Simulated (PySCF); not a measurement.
**BeGa: from constants to spectrum**

LDA constants of BeGa, ²Π (doublet), unpaired electrons π ↑ (Be 6-31G(d,p), Ga 6-31G(d,p); no relativity (PySCF 2.14); masses 9.0122 and 68.9256 u):

```
ωe            : 387.4 cm⁻¹
ωexe          : 3.39 cm⁻¹
Be            : 0.38345 cm⁻¹
αe            : 0.00454 cm⁻¹
De to Be + Ga : 1.19 eV
```

Task: What force constant and bond length do these constants imply?

Result: Reduced mass μred = 7.9701 u; k = 5.8918×10⁻⁷·μred·ωe² (u, cm⁻¹, mdyn/Å) = 0.705 mdyn/Å; Re = √(16.8576/(μred·Be)) (u, cm⁻¹, Å) = 2.349 Å.

Task: Estimate the centrifugal constant D from the Kratzer relation and find the Dunham coefficient a1.

Result: D = 4Be³/ωe² = 1.5e-06 cm⁻¹; a1 = −1 − αeωe/(6Be²) = -2.99.

Spin–orbit coupling is left out. The state is the lowest determinant that a PBE0 search found; another state may lie lower at other levels.
